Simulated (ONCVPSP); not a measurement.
An all-electron radial function and its pseudo partner (Dy (Z = 66))

Columns: radius, all-electron u(r) and pseudo u(r) of the 5p shell (level -29.86 eV) of dysprosium in the configuration [Kr] 4d10 4f9 5s2 5p6 5d1 6s1 6p1; PBE, scalar-relativistic, ONCV scheme, ONCVPSP 4.0.1.

```csv
r (bohr),all-electron,pseudo
0.150,0.2991,0.0295
0.300,-0.1542,0.1135
0.450,-0.4797,0.2395
0.600,-0.2103,0.3900
0.750,0.2296,0.5452
0.900,0.5939,0.6864
1.050,0.8211,0.7982
1.200,0.9256,0.8697
1.350,0.9406,0.8962
1.500,0.8982,0.8788
1.650,0.8234,0.8247
1.800,0.7338,0.7454
1.950,0.6408,0.6535
2.100,0.5512,0.5603
2.250,0.4688,0.4735
2.400,0.3952,0.3970
2.550,0.3309,0.3313
2.700,0.2755,0.2756
2.850,0.2285,0.2284
3.000,0.1888,0.1888
3.150,0.1556,0.1556
3.300,0.1280,0.1279
3.450,0.1050,0.1050
3.600,0.0860,0.0860
3.750,0.0704,0.0704
3.900,0.0575,0.0575
```

Q: How many radial nodes do the two functions have?

A: The all-electron 5p function has n − l − 1 = 3 (the table is too coarse to show those close to the nucleus); the pseudo-wave has 0, since the states of the same l below it are removed with the core.

Q: At about which radius was the pseudo-wave matched?

A: 3.00 bohr. The columns agree to 0.0005 from 2.55 bohr on; several derivatives are matched, so the curves merge somewhat inside the radius.

Q: Is the pseudo-wave norm-conserving?

A: Yes: the ONCV scheme keeps the norm inside the radius equal to the all-electron one, which fixes the energy derivative of the logarithmic derivative at the level.
